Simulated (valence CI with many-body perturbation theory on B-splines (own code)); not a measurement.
The numbers below are computed, except where a source is named.
**Ladder of approximations for Rb21+**

Method: relativistic CI+MBPT: six valence electrons over a frozen Dirac-Fock core [Ne], radial functions for each j: 9 s, 9 p, 8 d, 6 f, 3 g, 1 h, with the one-electron correlation potential Σ1 (screened to all orders), the two-electron term Σ2, the three-electron term Σ3, Breit, model QED; selected single and double excitations, second order for the rest, scaled by the run's own slope (own B-spline code, finite nucleus).

No measured levels were compared; by estimate levels of excited configurations hold to 0.05 to 0.15 % of their energy, terms of the ground configuration to about 0.5 %. Among the levels kept, up to 1500 cm⁻¹ of a level comes from second order outside the variational space, and about a tenth of that is noise between levels of different J, which matters for small intervals.

Each rung adds one term. CI alone is the Dirac-Coulomb CI over the frozen core; QED comes last and gives the full result, which names the levels. Energies are above 3s2 3p4 3P_2 on the same rung, in eV.

Names give the largest LS component (configuration and term), which can be under half, so a name can repeat, a term be missing and a line seem to break the LS rules; names also repeat where a configuration has a term twice. Letters in brackets count levels of one name in rising energy.

| Level | CI alone |
| --- | --- |
| 3s2 3p4 3P_0 | 6.34 |
| 3s2 3p4 3P_1 | 11.39 |
| 3s2 3p4 1D_2 | 16.11 |
| 3s2 3p4 1S_0 | 31.46 |
| 3s 3p5 3P°_2 | 72.55 |
| 3s 3p5 3P°_1 | 78.03 |
| 3s 3p5 3P°_0 | 84.35 |
| 3s2 3p3 3d 5D°_2 [a] | 91.12 |
| 3s2 3p3 3d 5D°_3 | 91.53 |
| 3s2 3p3 3d 5D°_0 | 91.98 |
| 3s2 3p3 3d 5D°_1 | 92.37 |
| 3s2 3p3 3d 5D°_4 | 93.55 |
| 3s 3p5 1P°_1 | 93.72 |
| 3s2 3p3 3d 5D°_2 [b] | 96.05 |
| 3s2 3p3 3d 3D°_3 [a] | 101.05 |
| 3s2 3p3 3d 3D°_1 [a] | 101.69 |

(1) What do these energies become with core correlation, Breit and QED?

(2) How does the ionisation energy move along the ladder, and which term matters most?

Results:

(1) 3s2 3p4 3P_0 6.30 (-0.038); 3s2 3p4 3P_1 11.27 (-0.116); 3s2 3p4 1D_2 15.91 (-0.199); 3s2 3p4 1S_0 31.13 (-0.333); 3s 3p5 3P°_2 72.24 (-0.313); 3s 3p5 3P°_1 77.67 (-0.366); 3s 3p5 3P°_0 83.94 (-0.407); 3s2 3p3 3d 5D°_2 [a] 90.52 (-0.599); 3s2 3p3 3d 5D°_3 90.87 (-0.660); 3s2 3p3 3d 5D°_0 91.42 (-0.558); 3s2 3p3 3d 5D°_1 91.77 (-0.601); 3s2 3p3 3d 5D°_4 92.80 (-0.743); 3s 3p5 1P°_1 93.11 (-0.610); 3s2 3p3 3d 5D°_2 [b] 95.34 (-0.711); 3s2 3p3 3d 3D°_3 [a] 100.28 (-0.772); 3s2 3p3 3d 3D°_1 [a] 100.93 (-0.759).

(2) CI alone 960.40, + Σ1 961.13, + Σ2 961.16, + Σ3 960.74, + Breit 960.31, + QED 960.32 eV. The largest step is Σ1, 0.73 eV. NIST lists 958.9 ± 1.4 eV (semi-empirical).
